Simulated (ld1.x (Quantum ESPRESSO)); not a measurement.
# What one change does to a pseudopotential (Tc (Z = 43), TM)

technetium (Tc), norm-conserving Troullier–Martins (Kleinman–Bylander form), made with ld1.x (Quantum ESPRESSO) 7.5 (LDA (PZ), scalar-relativistic). Core [Kr], reference 4d5 5s1.75 5p0.25. Waves: 5s (bound): rc 2.50 bohr; 4d (bound): rc 2.00 bohr; 5p (bound): rc 2.45 bohr. Local part: the p channel. Core correction: Bessel-smoothed model core inside 1.05 bohr.

Change: core [Ar] 3d10 4s2, valence charge 13; reference 4p6 4d5 5s2 5p0; waves now 5s (bound): rc 2.75 bohr; 4p (bound): rc 1.55 bohr; 4d (bound): rc 2.05 bohr; local potential all-electron potential smoothed inside 1.40 bohr (lloc = -1); core correction none.

Cutoffs: the cutoffs (Ry, on a coarse ladder) from which the occupation-weighted sum of valence levels, in a spherical-Bessel basis at the reference potential, stays within 10 and 1 mRy of its value at 400 Ry; they do not see the model core or the augmentation charge, which bear on the density cutoff. Errors are all-electron minus pseudo energies relative to the spin-unpolarised reference configuration.

What does the change do?

The potential gets harder (40 Ry and 50 Ry → 50 Ry and 90 Ry); both files keep a bound ghost (s). The added semicore shells are compact, so their waves need more plane waves. Several settings change at once here, so the effects cannot be laid on one of them.

| quantity | base | changed |
| --- | --- | --- |
| cutoff, loose | 40 Ry | 50 Ry |
| cutoff, tight | 50 Ry | 90 Ry |
| loose cutoff by channel (10 mRy a level) | s 6 Ry, d 35 Ry, p 6 Ry | s 6 Ry, p 25 Ry, d 35 Ry |
| bound ghosts | s | s |
| largest error over its own tests, meV | -1109 | -75 |

Base: These tests converged, but a pseudo level misses the all-electron one widely, so the file describes the atom poorly there or has found another state: 4d3 5s0 5p0: empty 5s by 4.6 eV (a node warning on the way). A true bound ghost makes a file unfit for plane-wave use even where its test errors are small: the radial tests pick states by their node count and pass the ghost by.
